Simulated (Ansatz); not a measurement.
## Nudged elastic band run: C4H4Se

Input:

```yaml
crystal:
  periodic: [false, false, false]
  atoms:
    - { symbol: C, position_ang: [-0.075847, -1.903044, 0.428741] }
    - { symbol: C, position_ang: [0.66831, -0.992801, -0.18359] }
    - { symbol: C, position_ang: [0.330767, 0.402828, -0.284772] }
    - { symbol: C, position_ang: [0.066094, 1.565835, -0.376939] }
    - { symbol: Se, position_ang: [-0.267285, 3.363823, -0.576319] }
    - { symbol: H, position_ang: [-1.013832, -1.649731, 0.905844] }
    - { symbol: H, position_ang: [0.240631, -2.936893, 0.468545] }
    - { symbol: H, position_ang: [1.602803, -1.281335, -0.651661] }
    - { symbol: H, position_ang: [-1.463242, 3.385019, 0.25305] }
basis:
  gaussian: { orbitals: def2-SVP }
hamiltonian:
  xc: hf
neb:
  order_check: false
  images: 9
  f_tol: 0.05
  max_iterations: 60
  final_atoms:
    - { symbol: C, position_ang: [0.14302712, -2.34516521, 0.1479401] }
    - { symbol: C, position_ang: [0.54053735, -0.99847774, -0.03379071] }
    - { symbol: C, position_ang: [-0.31674107, -0.0433661, 0.44843202] }
    - { symbol: C, position_ang: [-0.19059629, 1.35129612, 0.45849793] }
    - { symbol: Se, position_ang: [-0.80009429, 2.39131188, -0.85663955] }
    - { symbol: H, position_ang: [-1.20052165, -0.40752922, 0.97304383] }
    - { symbol: H, position_ang: [0.88176176, -2.99841254, -0.33942545] }
    - { symbol: H, position_ang: [1.45095968, -0.67135142, -0.53466014] }
    - { symbol: H, position_ang: [-0.41993361, 3.67539523, -0.28049903] }
  initial_path:
    images:
      - { positions_ang: [[-0.075847, -1.903044, 0.428741], [0.66831, -0.992801, -0.18359], [0.330767, 0.402828, -0.284772], [0.066094, 1.565835, -0.376939], [-0.267285, 3.363823, -0.576319], [-1.013832, -1.649731, 0.905844], [0.240631, -2.936893, 0.468545], [1.602803, -1.281335, -0.651661], [-1.463242, 3.385019, 0.25305]] }
      - { positions_ang: [[-0.08317079, -1.91695101, 0.45581565], [0.65839178, -1.01672876, -0.17492792], [0.31945278, 0.38027611, -0.28162678], [0.07642909, 1.54687119, -0.37403533], [-0.28782854, 3.34955164, -0.5662956], [-0.91240554, -1.45799429, 0.78123147], [0.21560599, -2.94462499, 0.50198165], [1.59193277, -1.32059425, -0.64799469], [-1.49000854, 3.33389535, 0.28875057]] }
      - { positions_ang: [[-0.09049459, -1.93085803, 0.4828903], [0.64847357, -1.04065652, -0.16626585], [0.30813856, 0.35772422, -0.27848156], [0.08676418, 1.52790738, -0.37113167], [-0.30837209, 3.33528028, -0.55627221], [-0.81097908, -1.26625757, 0.65661894], [0.19058098, -2.95235697, 0.53541829], [1.58106254, -1.35985349, -0.64432839], [-1.51677507, 3.28277171, 0.32445114]] }
      - { positions_ang: [[-0.09781838, -1.94476504, 0.50996495], [0.63855535, -1.06458428, -0.15760377], [0.29682434, 0.33517233, -0.27533634], [0.09709927, 1.50894357, -0.368228], [-0.32891563, 3.32100892, -0.54624881], [-0.70955261, -1.07452086, 0.53200641], [0.16555597, -2.96008896, 0.56885494], [1.57019231, -1.39911274, -0.64066208], [-1.54354161, 3.23164806, 0.36015171]] }
      - { positions_ang: [[-0.10514218, -1.95867206, 0.5370396], [0.62863714, -1.08851204, -0.1489417], [0.28551012, 0.31262044, -0.27219112], [0.10743435, 1.48997975, -0.36532434], [-0.34945918, 3.30673756, -0.53622542], [-0.60812615, -0.88278414, 0.40739388], [0.14053095, -2.96782095, 0.60229159], [1.55932208, -1.43837198, -0.63699578], [-1.57030814, 3.18052442, 0.39585228]] }
      - { positions_ang: [[-0.11246597, -1.97257907, 0.56411425], [0.61871892, -1.1124398, -0.14027962], [0.27419591, 0.29006855, -0.2690459], [0.11776944, 1.47101594, -0.36242067], [-0.37000272, 3.29246621, -0.52620202], [-0.50669969, -0.69104743, 0.28278135], [0.11550594, -2.97555294, 0.63572824], [1.54845185, -1.47763123, -0.63332947], [-1.59707468, 3.12940077, 0.43155285]] }
      - { positions_ang: [[-0.06136735, -2.0470963, 0.48087942], [0.60308261, -1.08964739, -0.11898184], [0.15600851, 0.22338162, -0.12555031], [0.0560963, 1.44707198, -0.19823695], [-0.45602104, 3.11223534, -0.59228953], [-0.64546408, -0.63434379, 0.42083385], [0.26875711, -2.98012486, 0.4406975], [1.52895342, -1.31637527, -0.61359561], [-1.36164646, 3.23859966, 0.28914247]] }
      - { positions_ang: [[-0.01026873, -2.12161353, 0.39764459], [0.58744629, -1.06685498, -0.09768406], [0.03782112, 0.15669469, 0.01794527], [-0.00557685, 1.42312801, -0.03405323], [-0.54203935, 2.93200448, -0.65837704], [-0.78422847, -0.57764014, 0.55888634], [0.42200827, -2.98469678, 0.24566676], [1.50945498, -1.15511931, -0.59386174], [-1.12621825, 3.34779856, 0.14673209]] }
      - { positions_ang: [[0.04082988, -2.19613076, 0.31440976], [0.57180998, -1.04406257, -0.07638627], [-0.08036628, 0.09000776, 0.16144085], [-0.06725, 1.39918405, 0.13013049], [-0.62805766, 2.75177361, -0.72446454], [-0.92299287, -0.5209365, 0.69693884], [0.57525943, -2.9892687, 0.05063602], [1.48995655, -0.99386334, -0.57412787], [-0.89079004, 3.45699745, 0.00432172]] }
      - { positions_ang: [[0.0919285, -2.27064798, 0.23117493], [0.55617366, -1.02127015, -0.05508849], [-0.19855367, 0.02332083, 0.30493644], [-0.12892315, 1.37524008, 0.29431421], [-0.71407597, 2.57154275, -0.79055205], [-1.06175726, -0.46423286, 0.83499133], [0.72851059, -2.99384062, -0.14439471], [1.47045811, -0.83260738, -0.554394], [-0.65536182, 3.56619634, -0.13808866]] }
      - { positions_ang: [[0.14302712, -2.34516521, 0.1479401], [0.54053735, -0.99847774, -0.03379071], [-0.31674107, -0.0433661, 0.44843202], [-0.19059629, 1.35129612, 0.45849793], [-0.80009429, 2.39131188, -0.85663955], [-1.20052165, -0.40752922, 0.97304383], [0.88176176, -2.99841254, -0.33942545], [1.45095968, -0.67135142, -0.53466014], [-0.41993361, 3.67539523, -0.28049903]] }
```

Command:

```bash
$ ansatz run input.yaml --threads 2 --pin off --max-ram 3072MiB --backend cpu --events-out ev --progress --plain --runs-dir out
```

Output, in part (warnings, iteration lines, the closing report on the highest movable image, with atoms numbered from 0):

```
NEB end point (image 0): max|allowed force component| = 7.305e-3 eV/Å (the criterion of neb.relax_end_points is 1.000e-2)
NEB end point (image 10): max|allowed force component| = 1.711e-2 eV/Å (the criterion of neb.relax_end_points is 1.000e-2)
NEB iter   1: max|band force component| = 2.225e1 eV/Å  barrier→ = 10.2799 eV  barrier← = 6.1319 eV  Δτ_max = 0.2000 Å  (726 SCF iters)
NEB iter   2: max|band force component| = 6.316e0 eV/Å  barrier→ = 6.1947 eV  barrier← = 2.0467 eV  Δτ_max = 0.2000 Å  (389 SCF iters)
NEB iter   3: max|band force component| = 5.147e0 eV/Å  barrier→ = 5.3698 eV  barrier← = 1.2218 eV  Δτ_max = 0.1965 Å  (384 SCF iters)
NEB iter   4: max|band force component| = 3.689e0 eV/Å  barrier→ = 4.9475 eV  barrier← = 0.7995 eV  Δτ_max = 0.1986 Å  (362 SCF iters)
NEB iter   5: max|band force component| = 3.144e0 eV/Å  barrier→ = 4.9435 eV  barrier← = 0.7955 eV  Δτ_max = 0.2000 Å  (366 SCF iters)
NEB iter   6: max|band force component| = 1.598e0 eV/Å  barrier→ = 5.0735 eV  barrier← = 0.9256 eV  Δτ_max = 0.1980 Å  (379 SCF iters)
NEB iter   7: max|band force component| = 1.697e0 eV/Å  barrier→ = 5.1637 eV  barrier← = 1.0157 eV  Δτ_max = 0.1004 Å  (379 SCF iters)
NEB iter   8: max|band force component| = 1.521e0 eV/Å  barrier→ = 5.0714 eV  barrier← = 0.9234 eV  Δτ_max = 0.0951 Å  (383 SCF iters)
NEB iter   9: max|band force component| = 1.146e0 eV/Å  barrier→ = 5.0329 eV  barrier← = 0.8849 eV  Δτ_max = 0.1010 Å  (374 SCF iters)
NEB iter  10: max|band force component| = 1.072e0 eV/Å  barrier→ = 4.9540 eV  barrier← = 0.8060 eV  Δτ_max = 0.0997 Å  (378 SCF iters)
NEB iter  11: max|band force component| = 8.463e-1 eV/Å  barrier→ = 4.8595 eV  barrier← = 0.7115 eV  Δτ_max = 0.0987 Å  (379 SCF iters)
NEB iter  12: max|band force component| = 1.279e0 eV/Å  barrier→ = 4.7424 eV  barrier← = 0.5944 eV  Δτ_max = 0.0498 Å  (384 SCF iters)
NEB iter  13: max|band force component| = 5.596e-1 eV/Å  barrier→ = 4.6970 eV  barrier← = 0.5490 eV  CI = image 6  Δτ_max = 0.1006 Å  (358 SCF iters)
NEB iter  14: max|band force component| = 9.933e-1 eV/Å  barrier→ = 4.8893 eV  barrier← = 0.7413 eV  CI = image 6  Δτ_max = 0.0500 Å  (383 SCF iters)
NEB iter  15: max|band force component| = 1.250e0 eV/Å  barrier→ = 4.9515 eV  barrier← = 0.8035 eV  CI = image 6  Δτ_max = 0.1004 Å  (359 SCF iters)
NEB iter  16: max|band force component| = 1.073e0 eV/Å  barrier→ = 4.9889 eV  barrier← = 0.8409 eV  CI = image 6  Δτ_max = 0.2000 Å  (372 SCF iters)
NEB iter  17: max|band force component| = 1.322e0 eV/Å  barrier→ = 5.0714 eV  barrier← = 0.9234 eV  CI = image 6  Δτ_max = 0.0847 Å  (384 SCF iters)
NEB iter  18: max|band force component| = 3.758e-1 eV/Å  barrier→ = 5.0367 eV  barrier← = 0.8887 eV  CI = image 6  Δτ_max = 0.0995 Å  (378 SCF iters)
NEB iter  19: max|band force component| = 3.797e-1 eV/Å  barrier→ = 5.0215 eV  barrier← = 0.8735 eV  CI = image 6  Δτ_max = 0.1000 Å  (367 SCF iters)
NEB iter  20: max|band force component| = 7.548e-1 eV/Å  barrier→ = 5.0180 eV  barrier← = 0.8701 eV  CI = image 6  Δτ_max = 0.0501 Å  (356 SCF iters)
NEB iter  21: max|band force component| = 1.293e-1 eV/Å  barrier→ = 5.0220 eV  barrier← = 0.8740 eV  CI = image 6  Δτ_max = 0.0335 Å  (363 SCF iters)
NEB iter  22: max|band force component| = 1.049e-1 eV/Å  barrier→ = 5.0197 eV  barrier← = 0.8717 eV  CI = image 6  Δτ_max = 0.0230 Å  (354 SCF iters)
NEB iter  23: max|band force component| = 7.649e-2 eV/Å  barrier→ = 5.0180 eV  barrier← = 0.8700 eV  CI = image 6  Δτ_max = 0.0176 Å  (342 SCF iters)
NEB iter  24: max|band force component| = 6.413e-2 eV/Å  barrier→ = 5.0171 eV  barrier← = 0.8691 eV  CI = image 6  Δτ_max = 0.0177 Å  (336 SCF iters)
NEB iter  25: max|band force component| = 5.946e-2 eV/Å  barrier→ = 5.0164 eV  barrier← = 0.8684 eV  CI = image 6  Δτ_max = 0.0126 Å  (338 SCF iters)
NEB iter  26: max|band force component| = 5.302e-2 eV/Å  barrier→ = 5.0156 eV  barrier← = 0.8676 eV  CI = image 6  Δτ_max = 0.0259 Å  (332 SCF iters)
NEB iter  27: max|band force component| = 4.520e-2 eV/Å  barrier→ = 5.0150 eV  barrier← = 0.8670 eV  CI = image 6  Δτ_max = 0.0141 Å  (344 SCF iters)
NEB iter  28: max|band force component| = 1.616e-1 eV/Å  barrier→ = 5.0145 eV  barrier← = 0.8665 eV  CI = image 6  Δτ_max = 0.0323 Å  (45 SCF iters)
NEB iter  29: max|band force component| = 6.921e-2 eV/Å  barrier→ = 5.0140 eV  barrier← = 0.8660 eV  CI = image 6  Δτ_max = 0.0129 Å  (352 SCF iters)
NEB iter  30: max|band force component| = 4.596e-2 eV/Å  barrier→ = 5.0136 eV  barrier← = 0.8656 eV  CI = image 6  Δτ_max = 0.0074 Å  (337 SCF iters)
NEB iter  31: max|band force component| = 1.022e-1 eV/Å  barrier→ = 5.0134 eV  barrier← = 0.8654 eV  CI = image 6  Δτ_max = 0.0164 Å  (49 SCF iters)
NEB iter  32: max|band force component| = 2.567e-2 eV/Å  barrier→ = 5.0132 eV  barrier← = 0.8652 eV  CI = image 6  Δτ_max = 0.0000 Å  (898 SCF iters)
Total energy: -69469.45501513 eV, -2552.9553837181 hartree
Atom 0 at    -0.070982    -2.046170     0.369306 Å, force     0.002828     0.005957     0.005728 eV/Å
Atom 1 at     0.805998    -1.108881    -0.103376 Å, force     0.005832     0.001558    -0.006729 eV/Å
Atom 2 at     0.063980     0.105891    -0.158718 Å, force    -0.024107     0.002123     0.011680 eV/Å
Atom 3 at    -0.259541     1.313111    -0.316095 Å, force     0.011782     0.009438    -0.014104 eV/Å
Atom 4 at    -0.975070     2.893324    -0.723148 Å, force     0.006994    -0.006882     0.008653 eV/Å
Atom 5 at    -0.901320    -0.520801     0.276530 Å, force     0.001183    -0.017612    -0.001618 eV/Å
Atom 6 at     0.305498    -3.069635     0.487008 Å, force    -0.002021    -0.000307    -0.001832 eV/Å
Atom 7 at     1.848488    -1.179555    -0.398797 Å, force     0.000143     0.000034     0.000385 eV/Å
Atom 8 at    -0.728653     3.566418     0.550188 Å, force    -0.002635     0.005690    -0.002162 eV/Å
Dipole moment:    -0.002822     1.009403    -0.118457 e Å
```

It converged. The band force fell under the threshold earlier too, but the program's further tests of the path sent the band on. Neighbouring images differ by up to 2.3 eV, so the band resolves the path poorly. A vibrational analysis at the climbing image gives one clearly imaginary mode, 1613i cm⁻¹: a first-order saddle point. The orbitals stay closed-shell, which can raise the energy where a bond breaks towards radicals; this wasn't checked here.

Final band (atoms are numbered from 1 in the order of the input):

| image | path coordinate (Å) | energy (eV) | C1–H6 (Å) | C3–H6 (Å) |
| --- | --- | --- | --- | --- |
| 0 | 0.00 | 0.00 | 1.08 | 2.73 |
| 1 | 0.47 | 0.00 | 1.08 | 2.72 |
| 2 | 0.94 | 0.00 | 1.08 | 2.71 |
| 3 | 1.42 | 0.04 | 1.08 | 2.60 |
| 4 | 1.89 | 0.42 | 1.09 | 2.20 |
| 5 | 2.36 | 2.69 | 1.30 | 1.68 |
| 6 | 2.83 | 5.01 | 1.74 | 1.23 |
| 7 | 3.42 | 4.56 | 2.22 | 1.10 |
| 8 | 4.01 | 4.34 | 2.38 | 1.09 |
| 9 | 4.59 | 4.20 | 2.45 | 1.09 |
| 10 | 5.18 | 4.15 | 2.50 | 1.09 |

The run took 6.7 min on 2 threads of Arm Neoverse V1, on a shared host, peak memory 0.3 GiB.
